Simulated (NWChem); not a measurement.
System: SbH, triplet; SMILES [SbH]

Input file for NWChem:

```
start job
memory heap 200 mb stack 900 mb global 1100 mb
geometry units angstroms noautoz
  Sb     0.000000     0.000000    -0.012455
  H      0.000000     0.000000     1.704553
end
basis spherical
  Sb library def2-tzvp
  H library def2-tzvp
end
ecp
  Sb library def2-ecp
end
dft
  odft
  mult 3
  xc slater pw91lda
  iterations 150
  mulliken
end
task dft energy
```

Coordinates come from a PBE0-D3(BJ)/def2-TZVP, spin-unrestricted optimisation. No stability test was run on the SCF state. def2 effective core potentials on Sb; no spin-orbit coupling.

**Question.** What results follow from this input? (LDA (Slater exchange, PW92)/def2-TZVP with def2 effective core potentials on Sb, spin-unrestricted.) Quantities: energy (Ha); highest occupied level (eV); lowest empty minus highest occupied level, either spin (eV); dipole (D); <S²>.

**Answer.** The energy (Ha) is -240.42, the highest occupied level (eV) comes out as -5.43 and the lowest empty minus highest occupied level, either spin (eV) is 1.27. The dipole (D) is 0.17 and the <S²> is 2.00.
